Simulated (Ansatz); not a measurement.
Saddle point of Si2H6O2, singlet (Si₂H₆O₂ ([OH][SiH]([OH])[SiH3]) → SiH₂O₂ ([OH][Si][OH]) + SiH₄; bonds formed: Si2–H3; bonds broken: Si1–Si2, Si1–H3), PBE0-D4/def2-TZVP structure:

```xyz
10
angstrom
Si -0.6134 -0.1812 0.6623
Si 1.4456 0.4937 -0.2515
H -0.0845 0.3654 -0.9583
O -1.8300 0.8994 0.8575
O -1.3383 -1.5701 0.1312
H 2.2637 0.9765 0.9051
H 1.7378 1.5118 -1.3102
H 1.8964 -0.8631 -0.6550
H -2.6390 0.7456 0.3620
H -0.8382 -2.3781 0.2567
```

Energies are electronic, without zero-point energy. Barriers and step energies count from the start structure reached by relaxing down the imaginary mode; all methods use the PBE0-D4 structures, on which another method's saddle can fall below an end. Computed with Ansatz 0.2.0 (basis: def2-TZVPP, with def2-QZVPP for the basis limit); correlated methods freeze the cores. B3LYP uses VWN-RPA correlation. Extrapolation: Hartree–Fock as exp(−7.88 √X), correlation as X^−2.97.

```tsv
method	barrier (eV)	step energy (eV)
SPW92	?	1.246
PBE-D4	?	1.111
BLYP-D4	2.139	0.901
r2SCAN-D4	2.193	1.259
B97M-V	2.120	1.125
PBE0-D4	2.220	1.252
B3LYP-D4	2.276	1.038
r2SCAN0-D4	?	1.318
BHLYP-D4	2.471	1.178
CAM-B3LYP-D4	2.395	1.089
wB97X-V	2.405	1.205
wB97M-V	2.255	0.971
B2PLYP	2.358	1.054
PBE-QIDH	2.380	1.302
RPA on PBE	2.266	0.947
HF	2.788	1.140
MP2	2.414	1.151
CCSD	2.416	1.087
CCSD(T)	2.346	1.076
```

Task: Fill in the withheld barriers. (Judge from chemistry; the value comes from the calculation.)

Result: Computed: SPW92 1.991; PBE-D4 2.046; r2SCAN0-D4 2.302 eV. Each is the energy of the saddle less that of the start structure, by the same method.

For comparison, the barrier by CCSD(T) at an estimated basis limit (MP2 extrapolated from triple and quadruple zeta, plus CCSD(T) − MP2 in triple zeta) is 2.343 eV.

No T1 diagnostic of these runs exceeds 0.015.

Losses and insertions of silylenes and their heavier kin drive the gas-phase chemistry of silicon and germanium vapour deposition.

Labels in which every atom is bracketed show which atoms are joined, not bond orders.

For scale, one of the runs: CCSD(T)/def2-TZVPP, 230 basis functions, launched by `ansatz run in.yaml --threads 4 --pin off --events-out ev --progress --plain --max-ram 9574MiB`. Hardware: 4 CPU threads of an Arm Neoverse V1, shared host. Wall time 77 s; peak host memory 3.8 GiB.
